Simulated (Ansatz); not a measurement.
The same path of BClH₅NSi (9 atoms, charge 0, multiplicity 1) was run twice with different band settings. Lost on the way: Si2–H7. Made: B1–H7.

The calculation used RKS B3LYP/def2-SVP in Ansatz 0.2.0.

Relaxed end points:

```xyz
9
Properties=species:S:1:pos:R:3
B -0.613 1.377 -0.656
Si 0.441 -0.272 -0.298
N 0.509 -0.759 1.349
Cl -0.853 -1.432 -1.553
H -0.395 2.072 -1.616
H -1.588 1.618 0.013
H 1.808 -0.451 -0.850
H 1.085 -1.542 1.644
H -0.305 -0.657 1.949
```

```xyz
9
Properties=species:S:1:pos:R:3
B -0.089 1.364 -0.804
Si -0.134 -0.501 -0.227
N 0.110 -1.086 1.343
Cl -0.153 -2.214 -1.401
H -0.850 1.536 -1.733
H -0.289 2.003 0.215
H 1.096 1.363 -1.145
H 0.235 -2.062 1.599
H 0.163 -0.450 2.136
```

Common settings: movable images 7; climbing image yes; optimiser quadratic models (default); start path through a guess of the saddle point; force threshold 0.05 eV/Å; iteration limit 60; end points relaxed.

| run | spring |
| --- | --- |
| 1 | 5.0 eV/Å² |
| 2 | 50.0 eV/Å² |

(1) What does each run give, and how far can it be trusted?

Answers

(1) Run 1: converged after 20 iterations, highest image 0.417 eV above the first end. A vibrational analysis at the climbing image gives one clearly imaginary mode, 359i cm⁻¹: a first-order saddle point.
Run 2: converged after 19 iterations, highest image 0.418 eV above the first end. Another band between the same ends (7 images) ends at a top of the same energy, where a vibrational analysis finds 1 clearly imaginary mode.
The orbitals stay closed-shell, which can raise the energy where a bond breaks towards radicals; this wasn't checked here.
